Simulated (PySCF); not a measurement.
**RhF3 at several levels of theory**

All levels use the PBE0 minimum (singlet; Rh–F 1.817 Å (×3); F–Rh–F 111.8° (×3)), basis [Rh def2-TZVP with ECP28, F def2-TZVP], scalar-relativistic core potentials, density fitting, no spin–orbit coupling, PySCF. For vertical energies the ionised species is a doublet (spins chosen at PBE0 and kept) and the electron-attached one a doublet. Atomisation goes to high-spin ground-configuration atoms, without zero-point energy. Open shells are unrestricted, also as the reference of the correlated levels. A dash marks a value that was not computed or is not defined at that level.

```csv
level,atomisation (kJ/mol),vertical IP (eV),vertical EA (eV),−ε(HOMO) (eV),gap (eV),dipole (D)
PBE0,966,11.50,2.56,9.03,4.15,2.30
HF,?,?,?,?,?,?
MP2,1022,11.41,2.32,–,–,–
PBE,?,?,?,?,?,?
r2SCAN,1063,11.08,2.36,7.37,1.54,1.93
B3LYP,994,11.55,2.54,8.74,3.56,2.19
TPSSh,1031,11.12,2.26,7.88,2.60,2.12
CAM-B3LYP,1006,11.81,2.77,10.69,6.91,2.41
B97-3,970,11.56,2.43,9.15,4.43,2.34
```

Question: Fill in the row of PBE.

Answer: atomisation (kJ/mol) 1148, vertical IP (eV) 10.91, vertical EA (eV) 2.09, −ε(HOMO) (eV) 6.93, gap (eV) 1.11, dipole (D) 1.69.

Question: Fill in the row of HF.

Answer: atomisation (kJ/mol) 319, vertical IP (eV) 12.03, vertical EA (eV) 2.97, −ε(HOMO) (eV) 14.68, gap (eV) 14.23, dipole (D) 3.74.

Spin contamination in at least one species weakens the values at: PBE0, HF, MP2, r2SCAN, TPSSh.

Without diffuse functions attachment energies tend to come out too low.
